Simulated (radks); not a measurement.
Values are calculated unless marked as measured or tabulated.
Excited configurations of Yb III: one electron is placed in a higher orbital outside [Xe] 4f13. The ground configuration is [Xe] 4f14. Code: a radial shooting solver on a logarithmic mesh with Libxc functionals. Model: Dirac Kohn-Sham, PBE, spin-unpolarised, spherical densities, point nucleus; open shells fill j = l - 1/2 first. Excitation = E - E(ground); binding = E(ion) - E, where the ion is the core of charge +3; n* = 3/sqrt(2 binding) in atomic units, and the quantum defect is n - n*.

| outer orbital | excitation (eV) | binding (eV) | n* | quantum defect | eigenvalue (eV) | <r> (bohr) |
|---|---|---|---|---|---|---|
| 5d3/2 | 5.669 | 20.221 | 2.461 | 2.539 | -15.290 | 2.248 |
| 5f5/2 | 18.004 | 7.887 | 3.940 | 1.060 | -6.254 | 5.724 |
| 7s1/2 | 15.389 | 10.501 | 3.415 | 3.585 | -9.008 | 6.025 |
| 7p1/2 | 17.080 | 8.810 | 3.728 | 3.272 | -7.504 | 6.888 |
| 7d3/2 | 19.844 | 6.047 | 4.500 | 2.500 | -5.121 | 9.466 |
| 7f5/2 | 22.164 | 3.727 | 5.732 | 1.268 | -3.164 | 14.88 |

The Delta-SCF ionisation energy is 25.890 eV (NIST Atomic Spectra Database: 25.05 eV, semi-empirical). Self-interaction in the functional shifts the binding energies and quantum defects, so they are the method's values and not measured ones. Spin polarisation and multiplet splitting are left out, so open shells lie too high by an amount that depends on their filling.

Beside tabulated values, note that spin-unpolarised runs miss the spin-polarisation part of the exchange energy of open shells.
